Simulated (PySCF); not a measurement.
# Spin states of LiI

Unrestricted PBE0; basis Li cc-pVTZ, I cc-pVTZ-PP with ECP28; scalar-relativistic core potentials; PySCF 2.14. Outer shells of the fragments: Li 2s1; I 4d10 5s2 5p5.

Followed along the bond (rough minima from three points):

```csv
2Ms+1,unpaired,⟨S²⟩ at the start,R at minimum (Å),Te (eV)
1,none,0.00,2.40,0.00
3,"σ ↑, π ↑",2.00,none in the scan,≤ 3.77
```

Solutions found at the starting distance of 2.595 Å, counted from the lowest of them; the search is not exhaustive and high or unbound solutions are not listed, so other states can lie among these:

| 2Ms+1 | unpaired | term | E (eV) | ⟨S²⟩ | ⟨Lz²⟩ | μ (D) |
| --- | --- | --- | --- | --- | --- | --- |
| 1 | none | ¹Σ⁺ | 0.00 | 0.00 | 0.00 | -7.97 |
| 3 | σ ↑, π ↑ | ³Π | 3.77 | 2.00 | 1.01 | 4.05 |
| 1 | σ ↓, π ↑ | mixed | 3.79 | 1.00 | 1.01 | 4.22 |
| 3 | σ ↑↑ | ³Σ⁺ | 4.28 | 2.00 | 0.00 | 3.88 |
| 3 | π ↑↑ | mixed | 4.89 | 2.00 | 2.01 | 1.30 |
| 3 | π ↑↑ | mixed | 5.02 | 2.00 | 2.01 | 1.64 |
| 3 | σ ↑, π ↑ | ³Π | 5.50 | 2.00 | 1.00 | 1.16 |

A term symbol is given only where ⟨S²⟩ and ⟨Lz²⟩ are close to those of a pure state; real π, δ and φ orbitals otherwise mix terms. A positive dipole means Li(−)I(+).

The measured ground state is X ¹Σ+ (Huber and Herzberg, Constants of Diatomic Molecules (1979)).

Spin–orbit coupling is left out. Counting both spins, an empty level lies below a filled one in some of these solutions, because spin and occupation are held.
